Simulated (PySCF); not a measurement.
Compound: C₆H₇FOSi.
Geometry (GFN2-xTB, Å), atoms numbered from 1 in this order:
```
atom  x, y, z in Å
F1    -2.0373    2.2244    0.8944
C2    -1.5602    1.0942    0.3312
C3    -2.4320    0.2627   -0.3459
C4    -1.9217   -0.8916   -0.9161
C5    -0.5790   -1.1981   -0.8081
C6     0.2856   -0.3470   -0.1209
O7     1.5808   -0.6899   -0.0446
Si8    2.9002   -0.0152    0.6347
C9    -0.2129    0.8151    0.4566
H10   -3.4761    0.5194   -0.4198
H11   -2.5802   -1.5589   -1.4503
H12   -0.1755   -2.0952   -1.2503
H13    3.8801   -1.0179    0.2537
H14    2.7248    0.1136    2.0822
H15    3.1590    1.3052    0.0584
H16    0.4368    1.4882    0.9925
```

Method used: TDDFT B3LYP/def2-SVPD, vertical, gas phase, core orbitals frozen in the response (PySCF).

Transition dipole moments from the ground state, in atomic units and in the frame of the coordinates above (overall signs are arbitrary), for the states with f of 0.002 or more among the lowest 7:

| state | E (eV) | μx | μy | μz |
| --- | --- | --- | --- | --- |
| S1 | 5.185 | 0.289 | -0.292 | -0.110 |
| S3 | 5.878 | 0.751 | 0.095 | 0.217 |
| S4 | 6.341 | 0.025 | 0.068 | -0.117 |
| S6 | 6.615 | -0.026 | -0.067 | 0.116 |
| S7 | 6.691 | -1.105 | -0.856 | -0.742 |

(1) What oscillator strength does each state have?

(2) Label these states by symmetry in Cs.

(3) What angle do the transition dipoles of S1 and S7 make?

(4) What peak molar absorption coefficient would the strongest computed level give as a lone Gaussian band 0.5 eV wide at half height?

## Answers

(1) f = (2/3) ΔE |μ|² with ΔE in hartree (27.2114 eV).

| state | \|μ\|² (au) | \|μ\| (D) | f |
| --- | --- | --- | --- |
| S1 | 0.181 | 1.08 | 0.023 |
| S3 | 0.619 | 2.00 | 0.089 |
| S4 | 0.019 | 0.35 | 0.003 |
| S6 | 0.019 | 0.35 | 0.003 |
| S7 | 2.503 | 4.02 | 0.410 |

(2) From a totally symmetric ground state, an allowed state transforms like the component of the dipole operator along its μ. Polarised normal to the mirror plane, so A″: S4 and S6. Polarised in the mirror plane, so A′: S1, S3 and S7.

(3) |cos θ| = |μa·μb| / (|μa| |μb|) = 0.02, so θ ≈ 89° (taken between 0 and 90°, since the signs are arbitrary).

(4) ε(max) = 2.175×10⁸ f / FWHM, with the width in cm⁻¹. S7: 2.175×10⁸ × 0.4104 / 4033 ≈ 22000 L mol⁻¹ cm⁻¹.

The run took 2.0 min of wall time on Intel Xeon at 2.70 GHz, one thread, shared host with 64 logical CPUs at a one-minute load of 61, and the process peaked at 1.1 GiB of memory.

One conformer stands for the species.
